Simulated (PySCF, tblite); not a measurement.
C₄H₈B₂OSi.
Numbering: `[SiH3:1][O:2][B:3]1[CH:4]=[CH:5][BH:6][CH:7]=[CH:8]1` (hydrogens: H9, H10, H11 on Si1; H12 on C4; H13 on C5; H14 on B6; H15 on C7; H16 on C8)

Geometry (PBE0-D3(BJ)/def2-SVP, Å), atoms numbered from 1 in this order:
```
atom  x, y, z in Å
Si1    3.093   -0.234   -0.077
O2     1.525   -0.818   -0.057
B3     0.244   -0.374   -0.011
C4    -0.908   -1.446   -0.038
C5    -2.202   -1.056   -0.005
B6    -2.560    0.463    0.070
C7    -1.417    1.535    0.097
C8    -0.119    1.158    0.062
H9     3.122    1.258   -0.086
H10    3.753   -0.758   -1.305
H11    3.785   -0.747    1.137
H12   -0.649   -2.512   -0.088
H13   -2.995   -1.816   -0.028
H14   -3.718    0.816    0.110
H15   -1.662    2.605    0.147
H16    0.668    1.924    0.084
```

Jobs on this species (16 atoms, 64 electrons) with PySCF (density fitting) and tblite. Hardware of each: one thread of an Arm Neoverse N1, shared host. Times come from a shared host and carry two figures at best.

| level and settings | work | basis functions | SCF cycles | wall time |
| --- | --- | --- | --- | --- |
| PBE0/pcSseg-1, IEF-PCM benzene | shieldings, ring-centre shieldings, charges and field gradients | 183 | ? | ? |
| GFN2-xTB | L-BFGS relaxation | – | – | ? |
| PBE0/pcSseg-1, IEF-PCM dichloromethane | shieldings, ring-centre shieldings | 183 | ? | ? |
| mPW1PW91/pcSseg-1 | shieldings, ring-centre shieldings | 183 | 13 | 36 s |
| delta-SCF UKS SCAN, pcX-2 on the ionised atom, pcseg-1 elsewhere, spin-free X2C | ΔSCF core ionisation, 7 holes | 198 | 144 | 2.3 min |
| GFN2-xTB | Hessian by finite differences | – | – | 0.96 s |
| PBE0/pcSseg-1 | shieldings, ring-centre shieldings, charges and field gradients, density and orbital grids written | 183 | 14 | 67 s |
| PBE0-D3(BJ)/def2-SVP, grid level 1 | geometry optimisation from a GFN2-xTB start shaken at random | 156 | 73 | 3.1 min |
| PBE0/def2-SVPD, IEF-PCM benzene | 6 singlets by full TDDFT, polarisability | 231 | 14 | 59 s |

Problem. Fill in the missing figures.

Solution. 
- PBE0/pcSseg-1, IEF-PCM benzene; shieldings, ring-centre shieldings, charges and field gradients: 47 s, 14 SCF cycles
- GFN2-xTB; L-BFGS relaxation: 2.4 s
- PBE0/pcSseg-1, IEF-PCM dichloromethane; shieldings, ring-centre shieldings: 38 s, 14 SCF cycles

Problem. What do all jobs in the table cost together?

Solution. About 9.6 min; the longest takes about 32 % of that, and about 190 times as long as the shortest.
